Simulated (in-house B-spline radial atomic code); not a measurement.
Atomic self-consistent-field run: Br II (Br+). Computed with a radial B-spline atomic code at the basis-set limit: scalar-relativistic (X2C) Hartree-Fock, spin-polarised, averaged over the determinants with the given up and down occupations, Fermi nucleus of rms radius 4.1629 fm.

Command:
```bash
python run_scf.py task.json out
```
Settings (nuclear radius in fm, mass in u):
```
Z                35
configuration    [Ar] 3d10 4s2 4p4
hamiltonian      x2c
method           hf
spin_polarised   True
nucleus          fermi
rms_radius       4.1629
atomic_mass      78.91834
speed_of_light   137.035999084
```

Output (hartree, bohr):
```
 radial grid: 82 intervals, B-splines of order 8, outer radius 60 bohr

 iter        energy (Eh)    residual
    1      -2603.0935209    4.45e-01
    2      -2603.9047130    9.28e-02
    3      -2604.0926616    1.64e-02
    4      -2604.1015648    6.16e-03
    5      -2604.1031635    2.26e-03
    6      -2604.1033654    1.00e-03
    7      -2604.1034077    4.28e-04
    8      -2604.1034133    4.77e-05
    9      -2604.1034134    6.17e-06
   10      -2604.1034134    8.13e-07
   11      -2604.1034134    4.43e-08

 total energy                    -2604.103413
 kinetic                           2671.36146
 electron-nucleus                 -6280.10826
 electron-electron                 1004.64338

 orbital      occ     eigenvalue          <r>       <r^2>       <1/r>       r_max
 1s up      1.000     -498.64874    0.0423121  0.00242282     36.4988     0.02744
 1s down    1.000     -498.63857    0.0423114  0.00242273     36.4993     0.02744
 2s up      1.000      -67.51226     0.188625   0.0420308     8.06921      0.1588
 2s down    1.000      -67.50694     0.188614   0.0420247     8.06932      0.1588
 2p up      3.000      -59.41400     0.165253   0.0334425     7.74229      0.1273
 2p down    3.000      -59.40246     0.165273   0.0334507     7.74133      0.1274
 3s up      1.000      -10.61540     0.548223    0.345346     2.62625       0.483
 3s down    1.000      -10.59706     0.548289    0.345286     2.62461      0.4832
 3p up      3.000       -7.96929      0.56149    0.368692     2.44957      0.4813
 3p down    3.000       -7.94435     0.562164    0.369508     2.44589      0.4818
 3d up      5.000       -3.57026     0.587058    0.425092     2.15293       0.434
 3d down    5.000       -3.55762     0.584323    0.419773     2.15835      0.4339
 4s up      1.000       -1.49072      1.66058     3.13685    0.788108       1.424
 4s down    1.000       -1.26436      1.66457     3.16502    0.790104       1.414
 4p up      3.000       -0.86502      1.95224     4.38314     0.66187       1.629
 4p down    1.000       -0.76118      2.00631     4.66496    0.647953       1.641
```


One-electron X2C: radii and densities carry no picture-change correction, so inner-shell <1/r> comes out high (for 1s by about 2 % at Z = 33, 5 % at 54, 10 % at 75, 30 % at 118) and <r> low.
